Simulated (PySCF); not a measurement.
Two-component Hartree-Fock for Pb³⁶⁺ (lead, charge +36)

Start: [Kr] 4d10. Calculated with PySCF 2.14 in an even-tempered Gaussian basis (17 s from 3.9 bohr⁻², ratio 2.8; 14 p from 5.1 bohr⁻², ratio 2.8; 9 d from 5.1 bohr⁻², ratio 2.8; 3 f from 24 bohr⁻², ratio 3): generalised Hartree-Fock with the X2C-1e Hamiltonian and a Gaussian nucleus; one run each with spin-orbit coupling (SO) switched off, then screened by Boettger's factors.

```csv
spinor shell,electrons,"ε, spin-free (eV)","ε, screened SO (eV)",weight of nominal j (screened SO),"rms radius, screened SO (bohr)"
1s1/2,2,-89958.8,-89920.8,1.000,0.0181
2s1/2,2,-17448.7,-17436.9,1.000,0.0731
2p1/2,2,-15193.3,-16777.8,1.000,0.0618
2p3/2,4,-15193.3,-14584.7,1.000,0.0701
3s1/2,2,-5358.2,-5354.6,1.000,0.186
3p1/2,2,-4700.7,-5061.4,1.000,0.177
3p3/2,4,-4700.7,-4559.2,1.000,0.193
3d3/2,4,-4022.1,-4084.7,1.000,0.169
3d5/2,6,-4022.1,-3978.1,1.000,0.173
4s1/2,2,-2229.0,-2228.0,1.000,0.385
4p1/2,2,-1987.7,-2095.3,1.000,0.386
4p3/2,4,-1987.7,-1944.7,1.000,0.416
4d3/2,4,-1716.4,-1734.3,1.000,0.406
```

(1) Where does 4d5/2 lie, and what is the 4d spin-orbit splitting (screened SO)?

```csv
quantity,spin-free,screened SO
E (hartree),-20142.00603,-20179.97235
M_J,0,0
⟨J²⟩,0.000,0.000
⟨L²⟩,0.000,0.133
⟨S²⟩,0.000,0.133
```

Breit and QED terms are absent; they matter most for the inner s and p1/2 levels.

Densities and radii are taken from the X2C orbitals without a picture-change correction, which distorts them close to the nucleus.

Without spin-orbit coupling the j labels of p, d and f shells carry no meaning; the spin-free column gives the mean over the occupied spinors of each nl shell.

Results:

(1) At -1703.8 eV, 30.473 eV above 4d3/2.
